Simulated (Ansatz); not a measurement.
```yaml
crystal:
  periodic: [false, false, false]
  atoms:
    - {symbol: C, position_ang: [0.314028, 2.440981, -0.564092]}
    - {symbol: N, position_ang: [-0.301158, 1.660910, 0.422501]}
    - {symbol: C, position_ang: [-0.042509, 2.174260, 1.925810]}
    - {symbol: Ti, position_ang: [-0.678501, -0.164667, 0.148741]}
    - {symbol: N, position_ang: [-1.641064, 0.004640, -1.489120]}
    - {symbol: N, position_ang: [-2.102063, -0.461238, 1.632262]}
    - {symbol: C, position_ang: [-0.323982, -2.468350, 0.622514]}
    - {symbol: C, position_ang: [0.650916, -1.722536, 1.362633]}
    - {symbol: C, position_ang: [1.383763, -1.086401, 0.490278]}
    - {symbol: C, position_ang: [1.016969, -1.379527, -0.915896]}
    - {symbol: C, position_ang: [1.631017, -0.777916, -1.998965]}
    - {symbol: C, position_ang: [-0.025698, -2.335871, -0.770650]}
    - {symbol: H, position_ang: [-0.056727, 3.542298, -0.274003]}
    - {symbol: H, position_ang: [0.090919, 2.048631, -1.588559]}
    - {symbol: H, position_ang: [1.489124, 2.351176, -0.428693]}
    - {symbol: H, position_ang: [-0.459729, 1.473316, 2.684308]}
    - {symbol: H, position_ang: [1.087601, 2.285637, 2.026074]}
    - {symbol: H, position_ang: [-0.308397, 3.089848, 1.941753]}
    - {symbol: H, position_ang: [-2.415757, 0.678867, -1.492003]}
    - {symbol: H, position_ang: [-1.586757, -0.556333, -2.385610]}
    - {symbol: H, position_ang: [-2.169431, -1.213959, 2.357009]}
    - {symbol: H, position_ang: [-2.661367, 0.304482, 1.836510]}
    - {symbol: H, position_ang: [-1.035106, -3.211543, 1.108215]}
    - {symbol: H, position_ang: [0.655895, -1.544443, 2.405936]}
    - {symbol: H, position_ang: [2.182120, -0.366427, 0.745419]}
    - {symbol: H, position_ang: [0.901405, -0.839390, -2.802141]}
    - {symbol: H, position_ang: [1.812000, 0.356275, -2.115835]}
    - {symbol: H, position_ang: [2.405260, -1.386874, -2.414742]}
    - {symbol: H, position_ang: [-0.605668, -2.680653, -1.577462]}
basis:
  gaussian: {orbitals: def2-TZVP, final_grid: {core_spheres: 8, valence_spheres: 7, degree: 23}}
total_charge: -1
magnetization: {spin_polarized: true, initial_magnetization: 5}
hamiltonian: {xc: {name: wPBEh}}
scf: {lower_state_search: off}
output: {forces: true}
```

```sh
$ ansatz run in.yaml --threads 11 --pin off --events-out ev --progress --plain --max-ram 120832MiB --backend cuda --devices 0, --max-vram 75GiB
```

Shortened log:

```
Functional definition: wPBEh
3119 factors; their error is unknown
208 factors; integrals over basis functions are off by at most 2.1e-7 eV
mean field evaluation 1: about -36105.1254 eV, gradient 8.1e1 eV
mean field evaluation 2: about -35797.6486 eV, gradient 2.2e2 eV
mean field evaluation 4: about -36121.6202 eV, gradient 4.9e1 eV
mean field evaluation 8: about -36134.5742 eV, gradient 1.2e1 eV
mean field evaluation 16: about -36135.3175 eV, gradient 2.8e0 eV
mean field -36136.13076153 eV, -1327.9783115372 hartree, gradient 6.6e-6 eV, S^2 8.764533; 0 other end points of the search recorded, 0 dependent functions left out
reference -36136.13085508 eV, -1327.9783149748 hartree; 57, 52 occupied and 431, 436 virtual orbitals, 3119 factors
Total energy: -36136.13085508 eV, -1327.9783149748 hartree
Atom 0 at     0.314028     2.440981    -0.564092 Å, force     1.166594     1.739578     0.826291 eV/Å
Atom 1 at    -0.301158     1.660910     0.422501 Å, force     1.672996     4.458604     4.203919 eV/Å
Atom 2 at    -0.042509     2.174260     1.925810 Å, force     3.099038    -6.449782    -2.876464 eV/Å
Atom 3 at    -0.678501    -0.164667     0.148741 Å, force    -0.077886    -6.524669    -1.166004 eV/Å
Atom 4 at    -1.641064     0.004640    -1.489120 Å, force    -1.574692     0.026075    -2.250474 eV/Å
Atom 5 at    -2.102063    -0.461238     1.632262 Å, force     0.266251    -1.996285     0.666469 eV/Å
Atom 6 at    -0.323982    -2.468350     0.622514 Å, force    -0.370326    -1.667197     0.452517 eV/Å
Atom 7 at     0.650916    -1.722536     1.362633 Å, force    -2.909824    -2.507152     1.761082 eV/Å
Atom 8 at     1.383763    -1.086401     0.490278 Å, force     4.241006     2.926443    -4.347026 eV/Å
Atom 9 at     1.016969    -1.379527    -0.915896 Å, force    -0.672002    -1.061369     6.432607 eV/Å
Atom 10 at     1.631017    -0.777916    -1.998965 Å, force     0.081484     2.326779    -4.669940 eV/Å
Atom 11 at    -0.025698    -2.335871    -0.770650 Å, force     0.791092     1.411470     1.287778 eV/Å
Atom 12 at    -0.056727     3.542298    -0.274003 Å, force     0.962073    -1.506321    -1.314641 eV/Å
Atom 13 at     0.090919     2.048631    -1.588559 Å, force    -0.256241     0.624464     0.783728 eV/Å
Atom 14 at     1.489124     2.351176    -0.428693 Å, force    -1.701043     0.472313    -0.068275 eV/Å
Atom 15 at    -0.459729     1.473316     2.684308 Å, force     0.106938     0.572162    -0.760057 eV/Å
Atom 16 at     1.087601     2.285637     2.026074 Å, force    -0.815011    -0.755728    -0.094421 eV/Å
Atom 17 at    -0.308397     3.089848     1.941753 Å, force    -2.820645     6.585906     0.582675 eV/Å
Atom 18 at    -2.415757     0.678867    -1.492003 Å, force     0.138076    -0.315859    -0.682172 eV/Å
Atom 19 at    -1.586757    -0.556333    -2.385610 Å, force    -0.356985     1.069974     1.326214 eV/Å
Atom 20 at    -2.169431    -1.213959     2.357009 Å, force    -0.182204     0.555750    -0.361320 eV/Å
Atom 21 at    -2.661367     0.304482     1.836510 Å, force    -1.867323     1.928559     1.003026 eV/Å
Atom 22 at    -1.035106    -3.211543     1.108215 Å, force     0.781381     1.171896    -0.896842 eV/Å
Atom 23 at     0.655895    -1.544443     2.405936 Å, force     0.030714    -0.209739     0.975359 eV/Å
Atom 24 at     2.182120    -0.366427     0.745419 Å, force    -0.321763    -0.413824    -0.217968 eV/Å
Atom 25 at     0.901405    -0.839390    -2.802141 Å, force    -0.421312    -0.091993    -0.687897 eV/Å
Atom 26 at     1.812000     0.356275    -2.115835 Å, force     0.308319    -1.721081     1.134793 eV/Å
Atom 27 at     2.405260    -1.386874    -2.414742 Å, force     1.411351    -0.042977    -0.244079 eV/Å
Atom 28 at    -0.605668    -2.680653    -1.577462 Å, force    -0.710057    -0.605998    -0.798876 eV/Å
Dipole moment:     0.498852     0.228586    -0.150738 e Å
Checks for a lower state left out: stability, starts, cluster_reference, orbital_swaps, neighbouring_geometries, increment
```

Question: What is wrong with this run?

Answer: The spin is set far too high for this molecule. The run converged. The result belongs to that input, not to the molecule as meant.
